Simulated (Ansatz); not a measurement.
`N[PH][Zn][F]`, charge 0, multiplicity 1.

Task: Give a relaxed structure at PBE0-D4/def2-TZVP (Ansatz 0.2.0). (An estimate is asked.)

Result: Ansatz gave: 
Cartesian coordinates in Å:
```
N 0.3185 -0.3674 -1.3771
P 0.6391 0.8470 -0.2115
Zn -0.7222 0.4228 1.5676
F -1.8460 0.1380 2.8966
H -0.2016 -0.0336 -2.1727
H 0.0214 -1.2897 -1.1039
H 1.7908 0.2829 0.4010
```
